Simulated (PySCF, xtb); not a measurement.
C₃H₉FSi₂, SMILES [SiH2](F)C1([SiH3])CC1.

GFN2-xTB (xtb) at its own geometry gives an orbital gap of 5.34 eV and a dipole moment of 1.83 D.

Coordinates come from a ωB97X-D3(BJ)/def2-SVP optimisation. The structure was generated by enumeration, and PubChem lists no compound with its InChIKey, so it may never have been made. One conformer was computed; it need not be the lowest.

Task: What does B3LYP/def2-TZVP (PySCF) give? (The exact figures need the calculation; the answer reports its results.)

Result: gap 8.22 eV (levels -8.32 and -0.10 eV), dipole 2.15 D.
